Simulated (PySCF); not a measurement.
**Radial density of F⁺ (fluorine, charge +1)**

UHF, [He] 2s2 2p4, high-spin 3P determinant. All numbers are calculated (PySCF 2.14, the non-relativistic Hamiltonian (point nucleus), in aug-cc-pVTZ (5s4p3d2f, 46 functions)).

```
r (bohr)  4πr²ρ (e/bohr)  4πr²(ρα − ρβ)
 0.00324         0.05598         0.0000
 0.00546          0.1528         0.0000
 0.00918          0.4031         0.0001
  0.0154           1.021         0.0002
  0.0260           2.390         0.0009
  0.0437           4.935         0.0040
  0.0735           8.228         0.0193
   0.124           9.702         0.0943
   0.208           6.813         0.3730
   0.350           3.997         1.1160
   0.588           5.579         1.9461
   0.989           4.855         1.5483
    1.66           1.310         0.3874
    2.80         0.07882         0.0184
    4.71       4.148e-05         0.0000
```
